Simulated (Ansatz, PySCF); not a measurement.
Molecule: CH$_{5}$O$_{3}$Si (charge 0, doublet). It need not be the lowest isomer of its formula. 
Structure (B3LYP-D3(BJ)/def2-TZVP (Ansatz, a program for electronic structure) minimum search):
```xyz
10

Si     0.0812    -0.0102    -0.0005
C     -1.7835     0.1239    -0.0562
O      0.2989    -1.4000    -0.8838
O      0.8505     1.2914    -0.6232
O      0.6877    -0.0959     1.5157
H     -2.2693    -0.7354     0.4055
H     -2.1557     0.2285    -1.0751
H     -2.0511     1.0222     0.5081
H      0.8014     1.4266    -1.5723
H      0.5422    -0.9068     2.0085
```
Charge 0, spin multiplicity 2.

Quantity: atomisation energy (electronic, to ground-state atoms), in eV. Valence correlation only, unless marked. Open shells are spin-unrestricted. No spin-orbit coupling. Non-relativistic. The coupled-cluster limit lacks core correlation, which all-electron functionals hold. CBS(X,Y): correlation extrapolated as X^-3; Hartree-Fock from the larger set. [CCSD(T)-MP2]/basis is that difference in the basis named.

| level | program | atomisation energy (eV) | minus last row |
|---|---|---|---|
| PBE0/def2-TZVP | Ansatz | 39.82 | -0.72 |
| TPSSh/def2-TZVPD | PySCF | 39.74 | -0.80 |
| r2SCANh-D4/def2-TZVPD | Ansatz + dftd4 | 40.18 | -0.36 |
| r2SCAN0-D4/def2-TZVPD | Ansatz + dftd4 | 39.68 | -0.86 |
| r2SCAN0/def2-TZVPD | Ansatz | 39.62 | -0.92 |
| HSE06-D3(BJ)/def2-TZVPD | Ansatz + dftd3 | 40.02 | -0.52 |
| wB97M-V/def2-TZVPD | Ansatz | 40.42 | -0.12 |
| B2GP-PLYP-D4/def2-TZVPD | Ansatz + dftd4 | 39.75 | -0.79 |
| RPA@PBE/cc-pV(Q+d)Z | Ansatz | 38.10 | -2.44 |
| RI-MP2/CBS(cc-pV(T+d)Z,cc-pV(Q+d)Z)+[CCSD(T)-MP2]/cc-pV(T+d)Z | Ansatz | 40.54 | 0.00 |
